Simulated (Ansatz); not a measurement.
Cost and result for the atomization energy of CH$_{5}$B$_{2}$N, SMILES `BC=NB` (9 atoms, 8 bonds).

```xyz
9

B     0.9607   -0.5214   -1.4064
C     0.0048    0.5000   -0.7143
N    -0.4079    0.3204    0.4609
B    -0.8313    0.0995    1.7152
H     1.3276   -0.3359   -2.5280
H     1.3107   -1.4822   -0.7932
H    -0.3371    1.4037   -1.2348
H    -1.8428   -0.5203    1.8775
H    -0.1846    0.5363    2.6232
```

Charge 0, multiplicity 1. Geometry: relaxed with PBE0-D4/def2-TZVP. Program: Ansatz. All runs use 2 threads of an Arm Neoverse V1 on a shared host. Times are those of one run each, without the atoms' runs, and a repeat can differ threefold. Electronic energies, without spin–orbit coupling; frozen cores. CCSD(T)/CBS adds CCSD(T) − MP2 in def2-TZVPP to the MP2 limit, and its time is that of the two runs behind it. T1 = 0.017; the RHF reference is unstable towards UHF. B3LYP takes the VWN-RPA correlation (the form of Gaussian; ORCA's B3LYP/G).

CCSD(T)/CBS is a level of theory with its own doubt, some kJ/mol a heavy atom from the limit and from the frozen cores, so smaller differences don't rank the functionals.

| level | functions | wall time | atomization (kJ/mol) | difference from CCSD(T)/CBS | per bond |
| --- | --- | --- | --- | --- | --- |
| LDA (SPW92)/def2-TZVPP | 194 | 1.1 s | 3874.3 | 513.4 | 64.2 |
| revPBE-D4/def2-TZVPP | 194 | 1.7 s | 3406.6 | 45.7 | 5.7 |
| BLYP-D4/def2-TZVPP | 194 | 1.7 s | 3440.2 | 79.3 | 9.9 |
| PBE-D4/def2-TZVPP (with forces) | 194 | 2.2 s | 3491.1 | 130.2 | 16.3 |
| CCSD(T)/def2-SVP | 81 | 2.4 s | 3229.3 | -131.6 | -16.4 |
| CAM-B3LYP-D4/def2-TZVPP | 194 | 2.7 s | 3433.3 | 72.4 | 9.0 |
| B3LYP-D4/def2-TZVPP (with forces) | 194 | 2.9 s | 3432.9 | 72.0 | 9.0 |
| r2SCANh-D4/def2-TZVPP | 194 | 3.7 s | 3391.1 | 30.2 | 3.8 |
| r2SCAN-D4/def2-TZVPP (with forces) | 194 | 4.2 s | 3415.3 | 54.4 | 6.8 |
| ωB97X-V/def2-TZVPP | 194 | 6.5 s | 3395.2 | 34.3 | 4.3 |
| MP2/def2-QZVPP | 378 | 18 s | 3382.6 | 21.7 | 2.7 |
| CCSD(T)/def2-TZVPP | 194 | 45 s | 3281.6 | -79.3 | -9.9 |
| CCSD(T)/CBS(def2) | – | 63 s | 3360.9 | 0.0 | 0.0 |

At CCSD(T), def2-SVP lies −131.6 kJ/mol from the extrapolated value and def2-TZVPP −79.3 kJ/mol: correlation converges slowly with the basis, and small sets miss more of it in the bonded molecule than in its fragments. In def2-TZVPP, CCSD(T) changes the Hartree–Fock value by +760.7 kJ/mol (the triples alone add +50.9 kJ/mol) and MP2 by +814.7 kJ/mol; breaking electron pairs costs correlation energy, which Hartree–Fock lacks. From r2SCAN to r2SCAN0 (25 % exact exchange), in def2-TZVPP and without D4, the atomization energy moves by −59.0 kJ/mol: exact exchange takes away binding that semilocal exchange gives to molecules.
